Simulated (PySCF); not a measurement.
Pb(Br)(NH2) (BrH2NPb), SMILES [NH2][Pb][Br] (connectivity only; charge and spin as stated), neutral, multiplicity 1.

The structure is a stationary point at r2SCAN-D4/def2-SVP. The def2 effective core potentials stand for the cores of Pb; spin–orbit coupling is left out. Other conformers were not sampled.

The numbers are results of PBE0/def2-TZVPD (PySCF), not measurements.

| Item | Value |
|---|---|
| total energy | -2822.72284 hartree |
| point group | Cs |
| highest occupied level | -7.20 eV |
| lowest empty level | -2.34 eV |
| orbital gap | 4.85 eV |
| dipole moment | 4.20 D |
| quadrupole, principal values (traceless, Buckingham form, about the centre of nuclear charge) | -3.33, 0.43, 2.90 D·Å |
| mean static polarisability | 79.5 bohr³ (11.78 Å³) |
| polarisability, principal values | 58.1, 80.4, 100.1 bohr³ |
